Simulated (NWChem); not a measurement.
The numbers come from NWChem runs, not from measurements. System: F5V, charge 0, spin multiplicity 1, optimised in this run. The structure started from a generated list of species. Level: PBE/def2-SVP.

Job file:

```
start mol
memory heap 200 mb stack 900 mb global 1100 mb
geometry units angstroms
  V      0.000000     0.000000    -0.000014
  F     -1.642833     0.000000    -0.000065
  F      1.642833     0.000000    -0.000065
  F      0.000000     0.000000     1.650961
  F      0.000000    -1.429864    -0.825398
  F      0.000000     1.429864    -0.825398
  symmetry group C2v
end
basis spherical
  * library def2-svp
end
dft
  xc xpbe96 cpbe96
  semidirect memsize 60000000 filesize 0
  iterations 100
end
driver
  maxiter 80
end
task dft optimize
task dft freq
```

Part of the output:

```
             Northwest Computational Chemistry Package (NWChem) 7.3.0
             --------------------------------------------------------

                                NWChem Input Module
                                -------------------

 Scaling coordinates for geometry "geometry" by  1.889725989
 (inverse scale =  0.529177249)

 Turning off AUTOSYM since
 SYMMETRY directive was detected!

          ------
          auto-z
          ------
  Looking for out-of-plane bends

                             Geometry "geometry" -> ""
                             -------------------------

 Output coordinates in angstroms (scale by  1.889725989 to convert to a.u.)

  No.       Tag          Charge          X              Y              Z
 ---- ---------------- ---------- -------------- -------------- --------------
    1 V                   23.0000     0.00000000     0.00000000    -0.00001390
    2 F                    9.0000    -1.64283300     0.00000000    -0.00006490
    3 F                    9.0000     1.64283300     0.00000000    -0.00006490
    4 F                    9.0000     0.00000000     0.00000000     1.65096110
    5 F                    9.0000     0.00000000    -1.42986400    -0.82539790
    6 F                    9.0000     0.00000000     1.42986400    -0.82539790

 Effective nuclear repulsion energy (a.u.)     500.8333386124

            Nuclear Dipole moment (a.u.)
            ----------------------------
        X                 Y               Z
 ---------------- ---------------- ----------------
     0.0000000000     0.0000000000     0.0000000000

      Symmetry information
      --------------------

 Group name             C2v
 Group number             16
 Group order               4
 No. of unique centers     4

      Symmetry unique atoms

     1    2    4    5


 Summary of "ao basis" -> "" (spherical)
 ------------------------------------------------------------------------------
       Tag                 Description            Shells   Functions and Types
 ---------------- ------------------------------  ------  ---------------------
 *                          def2-svp                  on all atoms

  pbe96 is a nonlocal functional; adding pw91lda local functional.

                           NWChem Geometry Optimization
                           ----------------------------

 maximum gradient threshold         (gmax) =   0.000450
 rms gradient threshold             (grms) =   0.000300
 maximum cartesian step threshold   (xmax) =   0.001800
 rms cartesian step threshold       (xrms) =   0.001200
 fixed trust radius                (trust) =   0.300000
 maximum step size to saddle      (sadstp) =   0.100000
 energy precision                  (eprec) =   5.0D-06
 maximum number of steps          (nptopt) =   80
 initial hessian option           (inhess) =    0
 line search option               (linopt) =    1
 hessian update option            (modupd) =    1
 saddle point option              (modsad) =    0
 initial eigen-mode to follow     (moddir) =    0
 initial variable to follow       (vardir) =    0
 follow first negative mode     (firstneg) =    T
 apply conjugacy                    (opcg) =    F
 source of zmatrix                         =   autoz

          -------------------
          Energy Minimization
          -------------------

 Names of Z-matrix variables
    1              2              3              4              5
    6              7              8              9             10
   11             12             13             14

 Variables with the same non-blank name are constrained to be equal

 Using diagonal initial Hessian
 Scaling for Hessian diagonals: bonds = 1.00  angles = 0.25  torsions = 0.10

          --------
          Step   0
          --------

                         Geometry "geometry" -> "geometry"
                         ---------------------------------

 Output coordinates in angstroms (scale by  1.889725989 to convert to a.u.)

  No.       Tag          Charge          X              Y              Z
 ---- ---------------- ---------- -------------- -------------- --------------
    1 V                   23.0000     0.00000000     0.00000000    -0.00001390
    2 F                    9.0000    -1.64283300     0.00000000    -0.00006490
    3 F                    9.0000     1.64283300     0.00000000    -0.00006490
    4 F                    9.0000     0.00000000     0.00000000     1.65096110
    5 F                    9.0000     0.00000000    -1.42986400    -0.82539790
    6 F                    9.0000     0.00000000     1.42986400    -0.82539790

 Effective nuclear repulsion energy (a.u.)     500.8333386124

            Nuclear Dipole moment (a.u.)
            ----------------------------
        X                 Y               Z
 ---------------- ---------------- ----------------
     0.0000000000     0.0000000000     0.0000000000

      Symmetry information
      --------------------

 Group name             C2v
 Group number             16
 Group order               4
 No. of unique centers     4

      Symmetry unique atoms

     1    2    4    5

                                 NWChem DFT Module
                                 -----------------

 Summary of "ao basis" -> "ao basis" (spherical)
 ------------------------------------------------------------------------------
       Tag                 Description            Shells   Functions and Types
 ---------------- ------------------------------  ------  ---------------------
 V                          def2-svp                11       31   5s3p2d1f
 F                          def2-svp                 6       14   3s2p1d
[...]
   11      333.799 ||      -0.547              -0.000            -0.000
   12      341.887 ||      -0.000              -0.000             0.000
   13      341.888 ||      -0.000               0.000             0.000
   14      601.330 ||       0.000              -0.000            -0.000
   15      707.150 ||       0.000               0.000             0.000
   16      749.851 ||      -2.409               0.000             0.000
   17      803.583 ||      -0.000              -1.989            -0.005
   18      803.601 ||      -0.000               0.005            -1.989
 ----------------------------------------------------------------------------

 ----------------------------------------------------------------------------
 Normal Eigenvalue ||                 Infra Red Intensities
  Mode   [cm**-1]  || [atomic units] [(debye/angs)**2] [(KM/mol)] [arbitrary]
 ------ ---------- || -------------- ----------------- ---------- -----------
    1        3.330 ||    0.000000           0.000         0.000       0.000
    2        3.924 ||    0.000000           0.000         0.000       0.000
    3        6.017 ||    0.000000           0.000         0.000       0.000
    4        8.543 ||    0.000000           0.000         0.000       0.000
    5        8.719 ||    0.000000           0.000         0.000       0.000
    6       12.096 ||    0.000000           0.000         0.000       0.000
    7      114.575 ||    0.001350           0.031         1.316       0.377
    8      114.577 ||    0.001350           0.031         1.316       0.377
    9      277.742 ||    0.017380           0.401        16.943       4.850
   10      277.747 ||    0.017384           0.401        16.947       4.851
   11      333.799 ||    0.012973           0.299        12.647       3.620
   12      341.887 ||    0.000000           0.000         0.000       0.000
   13      341.888 ||    0.000000           0.000         0.000       0.000
   14      601.330 ||    0.000000           0.000         0.000       0.000
   15      707.150 ||    0.000000           0.000         0.000       0.000
   16      749.851 ||    0.251579           5.804       245.252      70.207
   17      803.583 ||    0.171486           3.956       167.173      47.856
   18      803.601 ||    0.171510           3.957       167.197      47.862
 ----------------------------------------------------------------------------

        Vibrational analysis via the FX method
  --- with translations and rotations projected out ---
  --- via the Eckart algorithm                      ---
 Projected Nuclear Hessian trans-rot subspace norm:1.0527D-33
                         (should be close to zero!)

          --------------------------------------------------------
          MASS-WEIGHTED PROJECTED HESSIAN (Hartree/Bohr/Bohr/Kamu)
          --------------------------------------------------------

               1            2            3            4            5            6            7            8            9           10
   ----- ----- ----- ----- -----
    1    1.02288D+01
    2    2.10802D-06  1.00575D+01
    3    3.46673D-06 -1.76617D-06  1.00578D+01
    4   -6.88442D+00 -1.28149D-06  1.64151D-05  1.39106D+01
    5   -4.11706D-07 -4.73230D-01  6.06482D-07  8.82476D-07  1.49893D+00
    6    5.57684D-05  1.71168D-06 -4.73285D-01  4.17239D-05 -8.14990D-07  1.49892D+00
    7   -6.88442D+00 -1.16550D-06 -1.77476D-05 -1.21773D+00  7.83495D-07 -2.13311D-05  1.39106D+01
    8   -2.30664D-06 -4.73231D-01  1.89485D-06 -2.07911D-06 -3.52038D-01  3.65623D-06 -2.22771D-06  1.49892D+00
    9   -5.72104D-05  8.54462D-07 -4.73284D-01  2.56641D-05  1.97927D-07 -3.51992D-01 -3.94140D-05 -4.33613D-07  1.49893D+00
   10   -9.93685D-01 -9.18433D-07 -8.63808D-07 -4.73193D-01  3.58849D-07 -1.25987D+00 -4.73195D-01 -8.91269D-08  1.25987D+00  2.57291D+00
   11   -3.14922D-08 -1.22395D+00 -3.26702D-07  1.29709D-06  3.00054D-01 -2.80268D-06  1.37761D-06  3.00058D-01 -8.26843D-07  4.70489D-07
   12   -6.26963D-07  1.18955D-06 -9.12523D+00 -9.55871D-01 -2.96760D-07 -5.48054D-01  9.55873D-01  1.65279D-06 -5.48053D-01  7.41586D-07
   13   -9.93653D-01  7.04728D-07 -2.49965D-06 -4.73135D-01  1.09104D+00  6.29875D-01 -4.73134D-01 -1.09104D+00 -6.29880D-01  3.31150D-04
   14    1.15591D-06 -7.14947D+00 -3.42097D+00  8.27780D-01 -3.36010D-01 -3.67212D-01 -8.27774D-01 -3.36001D-01 -3.67207D-01  6.93804D-07
   15   -1.98842D-06 -3.42092D+00 -3.19902D+00  4.77888D-01 -3.67221D-01  8.80709D-02 -4.77892D-01 -3.67226D-01  8.80678D-02  1.22441D-07
   16   -9.93655D-01 -7.91232D-07 -9.80806D-07 -4.73138D-01 -1.09104D+00  6.29881D-01 -4.73138D-01  1.09104D+00 -6.29881D-01  3.30622D-04
   17   -1.85800D-06 -7.14948D+00  3.42097D+00 -8.27778D-01 -3.36008D-01  3.67209D-01  8.27776D-01 -3.36015D-01  3.67207D-01  6.99422D-08
   18   -1.61946D-06  3.42092D+00 -3.19902D+00  4.77889D-01  3.67221D-01  8.80693D-02 -4.77891D-01  3.67219D-01  8.80671D-02  2.24776D-07

              11           12           13           14           15           16           17           18
   ----- ----- ----- ----- -----
   11    6.71721D-01
   12   -1.79391D-06  1.62551D+01
   13   -3.87801D-06 -1.83589D-06  2.57275D+00
   14    3.66201D-01 -6.45192D-01 -9.76684D-06  1.23585D+01
   15   -1.76391D-01 -1.08121D-01  6.53287D-06  6.74711D+00  4.56703D+00
   16    7.84393D-07  4.62414D-07  3.19360D-04  8.25722D-07  5.77040D-08  2.57276D+00
   17    3.66208D-01  6.45191D-01  6.46174D-06 -3.45257D-01 -2.34425D-01 -1.10785D-06  1.23585D+01
   18    1.76396D-01 -1.08122D-01  3.96316D-06  2.34426D-01  6.03430D-01  1.12631D-06 -6.74711D+00  4.56703D+00

 center of mass
 --------------
 x =   0.00000000 y =   0.00000000 z =   0.00000262

 moments of inertia (a.u.)
 ------------------
         596.435715549459           0.000000000000           0.000000000000
           0.000000000000         712.679096507844           0.000000000000
           0.000000000000           0.000000000000         712.696930315883

 Rotational Constants
 --------------------
 A=   0.100933 cm-1  (  0.145217 K)
 B=   0.084470 cm-1  (  0.121531 K)
 C=   0.084468 cm-1  (  0.121528 K)

 Temperature                      =   298.15K
 frequency scaling parameter      =   1.0000

 Zero-Point correction to Energy  =    7.813 kcal/mol  (  0.012450 au)
 Thermal correction to Energy     =   12.067 kcal/mol  (  0.019230 au)
 Thermal correction to Enthalpy   =   12.659 kcal/mol  (  0.020174 au)

 Total Entropy                    =   81.168 cal/mol-K
   - Translational                =   40.826 cal/mol-K (mol. weight = 145.9360)
   - Rotational                   =   25.818 cal/mol-K (symmetry #  =        2)
   - Vibrational                  =   14.523 cal/mol-K

 Cv (constant volume heat capacity) =   21.919 cal/mol-K
   - Translational                  =    2.979 cal/mol-K
   - Rotational                     =    2.979 cal/mol-K
   - Vibrational                    =   15.960 cal/mol-K


 ----------------------------------------------------------------------------
 Normal Eigenvalue ||    Projected Derivative Dipole Moments (debye/angs)
  Mode   [cm**-1]  ||      [d/dqX]             [d/dqY]           [d/dqZ]
 ------ ---------- || ------------------ ------------------ -----------------
    1       -0.000 ||       0.000               0.000             0.000
    2       -0.000 ||      -0.000               0.000             0.000
    3       -0.000 ||       0.000               0.000             0.000
    4       -0.000 ||      -0.000               0.000             0.000
    5        0.000 ||       0.000               0.000             0.000
    6        0.000 ||      -0.000               0.000            -0.000
    7      114.575 ||      -0.000               0.151            -0.091
    8      114.577 ||       0.000               0.091             0.151
    9      277.727 ||       0.000              -0.633            -0.006
   10      277.734 ||       0.000               0.006            -0.633
   11      333.803 ||      -0.547              -0.000            -0.000
   12      341.887 ||      -0.000               0.000             0.000
   13      341.888 ||      -0.000               0.000             0.000
   14      601.330 ||       0.000              -0.000            -0.000
   15      707.150 ||      -0.000               0.000             0.000
   16      749.849 ||      -2.409               0.000             0.000
   17      803.581 ||      -0.000              -1.989            -0.006
   18      803.599 ||      -0.000               0.006            -1.989
 ----------------------------------------------------------------------------

 ----------------------------------------------------------------------------
 Normal Eigenvalue ||           Projected Infra Red Intensities
  Mode   [cm**-1]  || [atomic units] [(debye/angs)**2] [(KM/mol)] [arbitrary]
 ------ ---------- || -------------- ----------------- ---------- -----------
    1       -0.000 ||    0.000000           0.000         0.000       0.000
    2       -0.000 ||    0.000000           0.000         0.000       0.000
    3       -0.000 ||    0.000000           0.000         0.000       0.000
    4       -0.000 ||    0.000000           0.000         0.000       0.000
    5        0.000 ||    0.000000           0.000         0.000       0.000
    6        0.000 ||    0.000000           0.000         0.000       0.000
    7      114.575 ||    0.001350           0.031         1.316       0.377
    8      114.577 ||    0.001350           0.031         1.316       0.377
    9      277.727 ||    0.017381           0.401        16.944       4.850
   10      277.734 ||    0.017385           0.401        16.948       4.852
   11      333.803 ||    0.012973           0.299        12.647       3.620
   12      341.887 ||    0.000000           0.000         0.000       0.000
   13      341.888 ||    0.000000           0.000         0.000       0.000
   14      601.330 ||    0.000000           0.000         0.000       0.000
   15      707.150 ||    0.000000           0.000         0.000       0.000
   16      749.849 ||    0.251580           5.804       245.252      70.207
   17      803.581 ||    0.171485           3.956       167.172      47.855
   18      803.599 ||    0.171509           3.957       167.196      47.862
 ----------------------------------------------------------------------------

 Task  times  cpu:      106.2s     wall:      106.2s

 Total times  cpu:      128.9s     wall:      128.9s
```
